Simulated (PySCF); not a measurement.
Job file and geometry (Å, from GFN2-xTB) of an NMR shielding run on `CO[Si@@H](C)OCC#N`, C$_{4}$H$_{9}$NO$_{2}$Si, GIAO PBE0/pcSseg-1 NMR shielding, non-relativistic, gas phase in PySCF; density fitting, a coarse starting grid and PySCF grid level 2 are the driver's defaults:

```
$ OMP_NUM_THREADS=1 python probes_run.py task.json out

{"job": {"kind": "nmr", "xc": "PBE0", "basis": "pcSseg-1"}, "charge": 0, "multiplicity": 1}
C     -2.302141     1.224757     0.638189
O     -0.973122     0.923903     0.324386
Si    -0.160572    -0.464775     0.583173
C     -0.898505    -1.978803    -0.272223
O      1.281315    -0.274945    -0.133157
C      2.185882     0.775507     0.038839
C      3.412772     0.498189    -0.681033
N      4.379418     0.274138    -1.247067
H     -2.508876     2.236271     0.287579
H     -2.465356     1.176129     1.716970
H     -2.984268     0.525620     0.150237
H     -0.001839    -0.648771     2.032604
H     -1.063166    -1.797337    -1.330826
H     -0.247453    -2.841012    -0.186062
H     -1.853841    -2.242390     0.171269
H      1.760160     1.715510    -0.338941
H      2.432595     0.910040     1.101733
```

Q: Write the output of this run.

A: 
```
coarse grid: 14784 points
cycle   1  E = -651.7513271338  dE =  1.062e+00  |g| = 9.661e-01  |ddm| = 3.678e+00
cycle   2  E = -651.4505957742  dE =  3.007e-01  |g| = 1.575e+00  |ddm| = 1.973e+00
cycle   3  E = -651.9156655721  dE = -4.651e-01  |g| = 2.446e-01  |ddm| = 1.342e+00
cycle   4  E = -651.9262787989  dE = -1.061e-02  |g| = 1.031e-01  |ddm| = 2.014e-01
cycle   5  E = -651.9283329991  dE = -2.054e-03  |g| = 2.516e-02  |ddm| = 8.292e-02
cycle   6  E = -651.9284716820  dE = -1.387e-04  |g| = 4.508e-03  |ddm| = 2.097e-02
cycle   7  E = -651.9284762671  dE = -4.585e-06  |g| = 1.100e-03  |ddm| = 4.065e-03
final grid: 138520 points
cycle   8  E = -651.9950530510  dE = -2.290e-05  |g| = 1.252e-02  |ddm| = 2.250e-02
cycle   9  E = -651.9950248624  dE =  2.819e-05  |g| = 1.781e-02  |ddm| = 1.791e-02
cycle  10  E = -651.9950815766  dE = -5.671e-05  |g| = 1.580e-03  |ddm| = 1.152e-02
cycle  11  E = -651.9950820888  dE = -5.123e-07  |g| = 4.523e-04  |ddm| = 1.385e-03
cycle  12  E = -651.9950821243  dE = -3.552e-08  |g| = 1.956e-04  |ddm| = 4.023e-04
cycle  13  E = -651.9950821322  dE = -7.810e-09  |g| = 3.286e-05  |ddm| = 1.383e-04
cycle  14  E = -651.9950821324  dE = -2.317e-10  |g| = 8.493e-06  |ddm| = 3.287e-05
converged SCF energy = -651.9950821324

GIAO shielding tensors (ppm)
atom      isotropic    diamagn.    paramagn.     s11        s22        s33       span
  0 C      135.430     241.354    -105.924    108.922    112.114    185.254     76.332
  1 O      312.233     402.615     -90.381    262.863    320.883    352.955     90.092
  2 Si     366.310     883.504    -517.194    327.074    377.467    394.388     67.315
  3 C      188.547     257.371     -68.823    181.509    185.909    198.225     16.716
  4 O      297.200     401.542    -104.343    249.119    296.980    345.500     96.381
  5 C      135.962     240.020    -104.058    114.583    116.626    176.675     62.092
  6 C       65.293     258.906    -193.613    -50.513    -48.091    294.484    344.997
  7 N      -39.962     339.277    -379.240   -209.915   -193.053    283.081    492.996
  8 H       27.727      27.874      -0.147     23.318     25.510     34.354     11.035
  9 H       27.964      28.103      -0.139     23.827     25.505     34.561     10.734
 10 H       28.049      29.089      -1.040     23.269     26.595     34.282     11.013
 11 H       26.721      31.359      -4.638     24.024     24.195     31.944      7.921
 12 H       31.454      33.194      -1.740     27.534     28.806     38.021     10.487
 13 H       31.449      31.522      -0.073     27.032     29.107     38.209     11.177
 14 H       31.781      31.162       0.619     27.344     29.433     38.564     11.220
 15 H       26.978      27.905      -0.927     21.117     28.049     31.769     10.652
 16 H       27.317      26.230       1.088     22.361     27.248     32.343      9.982
```

Q: Turn these shieldings into chemical shifts. Referencing at the same level of theory: TMS for ¹³C (186.93 ppm) and ²⁹Si (349.16 ppm) and ¹H (31.72 ppm); ¹⁷O (336.08 ppm) vs H2O; ¹⁵N (267.73 ppm) against NH3.

A: Averaging equivalent atoms: C 6: 121.6; C 0: 51.5; C 5: 51.0; C 3: -1.6; O 4: 38.9; O 1: 23.8; Si 2: -17.2; N 7: 307.7; H 11: 5.00; H 15: 4.74; H 16: 4.40; H 8/9/10: 3.80; H 12/13/14: 0.16 ppm. Experimental scales use liquid or dissolved standards, which lie at an offset from isolated NH3 (liquid NH3: subtract about 20 ppm) and H2O (liquid H2O: subtract about 36 ppm). Unscaled 15N shifts of sp2 nitrogen come out 20 to 40 ppm too high even then.

Size and cost of the density-fitted run: 188 basis functions, 32 s wall time on 1 thread of an Intel Xeon Platinum 8488C, shared host; peak memory 0.83 GiB.
